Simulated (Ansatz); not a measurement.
Consider the substitution at a C–B bond: `BCCBO` + HCl → `OBCCCl` + BH₃.

Gas-phase electronic energies from Ansatz, PBE0-D4/def2-TZVP geometries. CCSD(T)/CBS is the MP2 limit (def2-TZVPP, def2-QZVPP) plus CCSD(T) − MP2 in def2-TZVPP, frozen cores. This one scheme is used for every species. Functionals use def2-TZVPP. One conformer a species, not always the lowest.

| level | ΔE (kJ/mol) |
| --- | --- |
| PBE0-D4 | 57.2 |
| PBE | 59.3 |

Task: What does CCSD(T)/CBS give? (Best estimate.)

Result: The calculation gave: +53.0 kJ/mol. The listed levels differ from it by 4.2, 6.3 kJ/mol.

Largest T1 diagnostic among the species: 0.012.

In def2-TZVPP, CCSD(T) changes the Hartree–Fock value by +11.1 kJ/mol (the triples alone add −0.4 kJ/mol) and MP2 by +9.8 kJ/mol.
